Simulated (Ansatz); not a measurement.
BH4NOSe, SMILES `NB(O)[SeH]`, one more setting.

```yaml
crystal:
  periodic: [false, false, false]
  atoms:
    - {symbol: N, position_ang: [-0.335728, 0.526329, -0.120788]}
    - {symbol: B, position_ang: [0.319987, -0.238227, 0.002999]}
    - {symbol: O, position_ang: [2.125899, -0.238386, -0.049077]}
    - {symbol: Se, position_ang: [-0.641810, -2.211938, -0.118185]}
    - {symbol: H, position_ang: [0.256069, 1.745406, 0.123128]}
    - {symbol: H, position_ang: [-1.322369, 0.765245, 0.377951]}
    - {symbol: H, position_ang: [2.139115, 0.609057, 0.115788]}
    - {symbol: H, position_ang: [-1.875265, -1.441419, -0.000377]}
basis:
  gaussian: {orbitals: ANO-RCC-VTZP, fitting: {mean_field: cc-pVTZ-jkfit}}
hamiltonian: {xc: {name: HF}, dispersion: d4}
output: {forces: true}
```

```sh
$ ansatz run in.yaml --threads 2 --pin off --events-out ev --progress --plain --max-ram 4352MiB
```

Output, abridged:

```
Functional definition: HF
564 factors; integrals over basis functions are off by at most 4.3e-1 eV
mean field evaluation 1: about -70315.7518 eV, gradient 5.5e1 eV
mean field evaluation 2: about -70319.5564 eV, gradient 3.7e1 eV
mean field evaluation 4: about -70322.0050 eV, gradient 2.1e0 eV
mean field evaluation 8: about -70322.0235 eV, gradient 8.7e-6 eV
mean field -70322.02352040 eV, -2584.2866983953 hartree, gradient 8.7e-6 eV, S^2 0.000000; 0 other end points of the search recorded, 0 dependent functions left out
reference -70322.02352040 eV, -2584.2866983953 hartree; 29, 29 occupied and 160, 160 virtual orbitals, 564 factors
Total energy: -70322.62749852 eV, -2584.3088941817 hartree
Relativity: scalar
Atom 0 at    -0.335728     0.526329    -0.120788 Å, force   -31.989641    44.203192    -0.084145 eV/Å
Atom 1 at     0.319987    -0.238227     0.002999 Å, force    34.736491   -39.896373     3.786521 eV/Å
Atom 2 at     2.125899    -0.238386    -0.049077 Å, force    -6.324227    -5.641037    -0.805817 eV/Å
Atom 3 at    -0.641810    -2.211938    -0.118185 Å, force     1.038434     1.700556     0.465746 eV/Å
Atom 4 at     0.256069     1.745406     0.123128 Å, force    -2.180966    -4.620425    -1.440465 eV/Å
Atom 5 at    -1.322369     0.765245     0.377951 Å, force     3.661695    -1.377294    -2.982161 eV/Å
Atom 6 at     2.139115     0.609057     0.115788 Å, force     1.217061     6.147033     1.145386 eV/Å
Atom 7 at    -1.875265    -1.441419    -0.000377 Å, force    -0.158847    -0.515652    -0.085064 eV/Å
Dipole moment:    -0.730898     1.201816     0.288287 e Å
```

Run time 2.4 s (2 threads of an INTEL XEON PLATINUM 8581C on a shared host); peak host memory 0.38 GiB.
